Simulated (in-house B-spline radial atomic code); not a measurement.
Computed with a B-spline radial atomic code. Model: two electrons, singlet ground state, non-relativistic, full CI in B-splines with partial waves to l = 8 (at full coupling up to 3e-4 hartree above the limit, correlation up to 0.6 % small), density held at that of full coupling by Lieb maximisation.

W(λ) is the mean repulsion in the state of coupling λ less the Hartree energy of the fixed density. Its start is exact exchange, its initial slope is twice the second-order Görling-Levy correlation energy, and its area from 0 to 1 is E_xc. A straight curve means weak, dynamic correlation, and a curve that drops fast and flattens means strong correlation.

Command:
```bash
python run_ac.py task.json out
```
Settings (lengths in bohr, energies in hartree):
```
potential              gauss
strength               0.541
lmax                   8
second                 8.45
```

Cost of the run: 52 s on 1 thread of Intel(R) Xeon(R) Processor @ 2.30GHz, with other jobs on the host.

**W = mean repulsion less Hartree energy, and W of three functionals.**

Given: confinement Gaussian well; well depth 0.541 hartree; well width 8.45 bohr; external potential -V exp(-r^2/w^2).

Computed: LDA exchange minus exact 30.501 millihartree; PBE exchange minus exact 8.8585 millihartree.

| coupling | W xc (hartree) | W xc minus exchange (millihartree) | kinetic minus Kohn-Sham (millihartree) | LDA (PW92) W minus its exchange (millihartree) | PBE W minus its exchange (millihartree) | SCAN W minus its exchange (millihartree) |
| --- | --- | --- | --- | --- | --- | --- |
| 0 | -0.21135 | 0 | 0 | 0 | 0 | 0 |
| 0.02 | -0.21331 | -1.968 | 0.02 | -8.34 | -3.16 | -1.84 |
| 0.05 | -0.21611 | -4.761 | 0.12 | -15.89 | -7.21 | -4.4 |
| 0.12 | -0.22196 | -10.609 | 0.61 | -27.87 | -14.91 | -9.73 |
| 0.25 | -0.23079 | -19.441 | 2.22 | -42.42 | -25.65 | -17.88 |
| 0.4 | -0.23856 | -27.214 | 4.72 | -53.84 | -34.83 | -25.33 |
| 0.6 | -0.24623 | -34.883 | 8.51 | -64.69 | -43.99 | -33.06 |
| 0.8 | ? | ? | ? | ? | ? | ? |
| 1 | -0.25624 | -44.895 | 16.34 | -78.97 | -56.54 | -43.82 |
| 1.4 | -0.26252 | -51.173 | 23.79 | -88.32 | -64.99 | -50.95 |
| 2 | -0.26861 | -57.259 | 34 | -97.88 | -73.76 | -57.98 |
| 3 | ? | ? | ? | ? | ? | ? |
| 4.5 | -0.2799 | -68.55 | 68.09 | -117.33 | -91.93 | -70.2 |
| 7 | -0.28466 | -73.312 | 94.85 | -126.33 | -100.44 | -74.41 |

(1) What belongs in the row 0.8?

(2) What belongs in the row 3?

(3) What is the SCAN exchange minus exact?

**Energy parts, natural occupations and partial-wave weights.**

Computed: total energy -0.5354 hartree; exchange energy -0.21135 hartree; correlation energy -0.028551 hartree; kinetic part of the DFT correlation energy 0.016344 hartree; kinetic part over minus potential part 0.36405; Hartree energy 0.42269 hartree; Lieb Oxford ratio E_xc over LDA exchange 1.3265.

```tsv
natural	occupation of the shell (electrons)
s	1.8295
p	0.1583
s	0.010701
d	0.00091272
p	?
f	0.0001026
```

(4) What belongs in the row p?

```json
{"wave": "s", "weight": "0.92013"}
{"wave": "p", "weight": "0.079315"}
{"wave": "d", "weight": "?"}
{"wave": "f", "weight": "5.6743e-05"}
{"wave": "g", "weight": "1.2296e-05"}
```

(5) What belongs in the row d?

(6) What is the initial slope twice GL2?

(7) What is the Kohn-Sham kinetic?

## Answers

(1) W xc (hartree): -0.25189; W xc minus exchange (millihartree): -40.544; kinetic minus Kohn-Sham (millihartree): 12.45; LDA (PW92) W minus its exchange (millihartree): -72.7; PBE W minus its exchange (millihartree): -50.97; SCAN W minus its exchange (millihartree): -39.05.

(2) W xc (hartree): -0.27469; W xc minus exchange (millihartree): -63.343; kinetic minus Kohn-Sham (millihartree): 48.93; LDA (PW92) W minus its exchange (millihartree): -108.05; PBE W minus its exchange (millihartree): -83.22; SCAN W minus its exchange (millihartree): -64.83.

(3) 0.54364 millihartree.

(4) occupation of the shell (electrons): 0.00031349.

(5) weight: 0.00047684.

(6) -0.10052 hartree.

(7) 0.10596 hartree.

Half-way to full coupling W has made 69 % of its drop, against 50 % for a straight line, and second-order (GL2) theory, half the initial slope, overshoots the correlation energy by about 76 %: correlation is strong. Over couplings 0 to 1 the errors in E_xc come to about +4.4 millihartree for LDA, +1.0 millihartree for PBE, +2.0 millihartree for SCAN, so PBE is nearest. In LDA and PBE the errors of exchange and correlation have opposite signs, so the sum is smaller than the larger of the two.
